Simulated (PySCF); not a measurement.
C2H10GeOSi2.
SMILES with atom numbers: `[GeH3:1][O:2][CH:3]1[SiH2:4][CH2:5][SiH2:6]1`

A calculation gives these core lines: C 1s: 289.66 (area 1), 290.86 (area 1) eV; O 1s: 537.34 eV; Si 1s: 1846.09 eV; Si 2p3/2: 106.32 eV.

Computed, not measured: delta-SCF UKS SCAN, pcX-2 on the ionised atom, pcseg-1 elsewhere, spin-free X2C (PySCF). Geometry: PBE0-D3(BJ)/def2-SVP, one conformer, isolated molecule.

Q: Assign the C 1s lines to atoms.

A: 289.66 eV: C5 (sp3 carbon bound to silicon); 290.86 eV: C3 (sp3 carbon bound to oxygen). Lowest listed C 1s: C5, bonded to 2 H and 2 Si. Highest, 1.20 eV above it: C3, bonded to O, H and 2 Si. Summing the Pauling electronegativity differences to the bonded atoms, each weighted by its formal bond order, gives -2.00 for the lowest site and -0.76 for the highest.

Bonded neighbours of each site: O2: C and Ge; C3: O, H and 2 Si; Si4/Si6: 2 C and 2 H; C5: 2 H and 2 Si.

Q: Express the binding energy of C 1s of C3 in atomic units and per mole.

A: 290.86 eV = 10.6889 Eh = 28064 kJ/mol.

Topologically equivalent atoms share the value of their first member; where this conformer doesn't relate them by symmetry, their own values could differ. The 2p values aren't plain energy differences: one relaxed spin-free 2p hole is combined with a matrix within the shell (ground-state 2p orbital-energy differences and spin–orbit coupling). 2p3/2, the mean of its two sublevels, lies a third of the splitting below the shell's mean and 2p1/2 two thirds above it; the statistical areas are 2:1. 2p1/2 minus 2p3/2 (ligand field included): Si 0.62 eV. No level of germanium is listed.

Shape of the structure used: `[GeH3:1][O:2][CH:3]1[SiH2:4][CH2:5][SiH2:6]1`: Ge1–O2–C3–Si4 64°.
